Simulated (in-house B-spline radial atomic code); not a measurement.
A fraction x of an electron is moved 3d → 4f in the technetium ion Tc⁴⁺, starting from [Kr] 4d3 and keeping the highest spin. Computed with a B-spline radial code for spherical atoms: non-relativistic M06-L, spin-polarised, spherical fractional occupations, point nucleus.

```tsv
x	E(x) - E(0) (eV)	3d down level (eV)	4f up level (eV)
0	0.0000	-303.724	-
0.125	35.9256	-307.228	-17.662
0.25	?	?	?
0.375	109.2138	-313.986	-17.524
0.5	146.4633	-317.317	-17.812
0.625	184.0857	-320.634	-18.195
0.75	?	?	?
0.875	260.4129	-327.242	-19.084
1	299.1096	-330.531	-19.541
```

**Question.** What belongs in the row x = 0.25?

**Answer.** An energy change of 72.3559 eV; 3d down at -310.630 eV, 4f up at -17.410 eV.

**Question.** What belongs in the row x = 0.75?

**Answer.** An energy change of 222.0707 eV; 3d down at -323.942 eV, 4f up at -18.628 eV.

**Question.** Check Janak's theorem between x = 0.375 and 0.5.

**Answer.** The slope of the energy is 298.00 eV; the orbital levels give 297.98 eV (ε of the receiving orbital less ε of the emptying one, averaged over the two points).
